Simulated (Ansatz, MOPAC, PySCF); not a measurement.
Constitutional and geometric isomers with formula CH4OSi. All species are isolated molecules in the gas phase. One relaxed conformer stands for each flexible species; it need not be the lowest. Strings in code marks are SMILES.

Quantity: vertical ionisation energy (energy after one electron is removed minus that of the parent at the parent's geometry), in eV.

Level 1: B3LYP-D3(BJ)/def2-TZVP (PySCF)
Level 2: minus the HOMO energy of B3LYP/6-31G* // B3LYP-D3(BJ)/def2-TZVP (PySCF)
Level 3: minus the HOMO energy of PM3 // B3LYP-D3(BJ)/def2-TZVP (MOPAC)
Level 4: HF/cc-pVTZ // B3LYP-D3(BJ)/def2-TZVP (Ansatz, an electronic-structure program)

```csv
species,level 1,level 2,level 3,level 4
`C=[SiH]O` (C–Si–O–H torsion 0°),8.40,5.68,7.98,6.96
`C[SiH]=O`,10.19,7.36,9.55,8.42
`C1O[SiH2]1`,10.12,7.28,9.71,9.04
`O=C[SiH3]`,9.60,6.63,9.52,8.49
```
